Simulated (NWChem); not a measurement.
System: SnNH4Br; SMILES [NH2][SnH2][Br]

NWChem input:

```
start job
memory heap 200 mb stack 900 mb global 1100 mb
geometry units angstroms noautoz
  Sn     0.312062     0.847751     0.043508
  N     -1.404319     1.913203     0.208383
  Br    -0.125195    -1.614212    -0.270922
  H      1.124594     1.371065    -1.361755
  H      1.168049     0.996420     1.511169
  H     -1.973187     1.651819     1.011807
  H     -1.997677     1.864531    -0.618043
end
basis spherical
  Sn library def2-svp
  N library def2-svp
  Br library def2-svp
  H library def2-svp
end
ecp
  Sn library def2-ecp
end
dft
  xc m06-2x
  iterations 150
  mulliken
end
task dft energy
```

Geometry: optimised at PBE0/def2-SVP. def2 effective core potentials on Sn; no spin-orbit coupling.

Give the results of this calculation. (M06-2X/def2-SVP with def2 effective core potentials on Sn.) Quantities: energy (Ha); highest occupied level (eV); orbital gap (eV); dipole (D).

The energy (Ha) is -2845.23. The highest occupied level (eV) comes out as -8.83 and the orbital gap (eV) is 9.21. The dipole (D) is 1.83.
